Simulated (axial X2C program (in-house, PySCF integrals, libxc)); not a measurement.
## Correcting the dissociation energy of AlPd for spin–orbit coupling

A spin-free PBE0 curve (one-electron X2C) was computed with an axial X2C code built on PySCF integrals, basis Pd dyall-cv3z [12s12p8d5f3g], Al dyall-v3z [8s8p2d1f] (cores contracted in-house), for the state M_S = 1/2, Λ = 0 (beyond evenly filled blocks: σα). It gives D0 = 2.672 eV to Pd + Al, which in a spin-free picture are the weighted means of the ground terms.

Measured levels of the ground terms (NIST Handbook of Basic Atomic Spectroscopic Data), in cm⁻¹: Pd 1S: J = 0 at 0; Al 2P: J = 1/2 at 0, J = 3/2 at 112.1.

The molecular state has Λ = 0, so it has no first-order lowering.

(1) How far does each ground level lie under the (2J+1)-weighted mean of its term?

(2) Correct D0.

Second-order spin–orbit effects in the molecule, which grow quickly with Z, are left out. The state is one determinant whose occupation by symmetry is held fixed; it was picked as the lowest of a PBE0 search that is not exhaustive. De is counted from the lowest determinant-based energies of the atoms at the same level, without counterpoise correction.

Answers

(1) Pd: a single level, 0; Al: (2 × 0 + 4 × 112.1)/6 = 75 cm⁻¹.

(2) D0 = 2.672 + (0 − 75)/8065.5 = 2.663 eV at PBE0 with these spin–orbit terms.
